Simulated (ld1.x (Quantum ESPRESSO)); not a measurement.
Results of a calculation; reference values are marked as such.
# Hardness and transferability of assorted potentials

Generated with ld1.x 7.5 (TM, RRKJ, ultrasoft, PAW), atompaw 4.2 or ONCVPSP 4.0.1. The cutoff is in Ry: for ld1.x and atompaw files where the sum of valence levels is converged to 10 mRy in a Bessel basis, for ONCV files where the hardest occupied wave has 1 mHa per electron of residual kinetic energy. The error is the largest all-electron minus pseudo excitation energy over each file’s own four to seven test configurations (ionisations up to +4, promotions, holes and added fractions of an electron), all of which were solved. The labels leave out finer settings (local radius, basis sizes, second energies), which also bear on the numbers. Spin-polarised tests are not counted. The rows are a selection from randomly drawn settings: files with unsolved tests, undetermined cutoffs or missed reference levels are left out.

A true bound ghost makes a file unfit for plane-wave use even where its test errors are small: the radial tests pick states by their node count and pass the ghost by.

```tsv
element	potential	cutoff (Ry)	largest error (meV)	bound ghosts
Al	PAW, PBE, non-relativistic, rc 1.00/1.00 (sp), local smoothed, core correction yes, reference 2s2 2p6 3s2 3p1	100	+38	none
Si	TM, Wu–Cohen, scalar-relativistic, rc 1.80/1.58/2.00 (spd), local p, core correction no, reference 3s2 3p2	25	+70	none
Ar	TM, PBE, scalar-relativistic, rc 1.25/1.35/1.30 (spd), local p, core correction no, reference 3s2 3p6	60	+186	none
Mn	TM, revPBE, scalar-relativistic, rc 2.05/1.40/1.75 (spd), local d, core correction no, reference 3p6 3d4 4s0 4p0	90	-173	s
Ga	ultrasoft, PBE, scalar-relativistic, rc 1.95/1.85 (sp), local smoothed, core correction no, reference 4s1 4p0	6	+479	none
Sb	TM, LDA (PZ), scalar-relativistic, rc 1.60/1.90 (sp), local smoothed, core correction yes, reference 5s1 5p4	30	-266	d
Ir	ultrasoft, PBE, scalar-relativistic, rc 2.35/2.15/2.05 (spd), local smoothed, core correction yes, reference 5d6 6s0 6p0	25	-1255	p
```

Question: Fill in the row for Sb: TM, LDA (PZ), scalar-relativistic, rc 1.75/2.00 (sp), local s, core correction yes, reference 5s2 5p1.

Answer: cutoff 25 Ry, largest error -246 meV, bound ghosts: none.
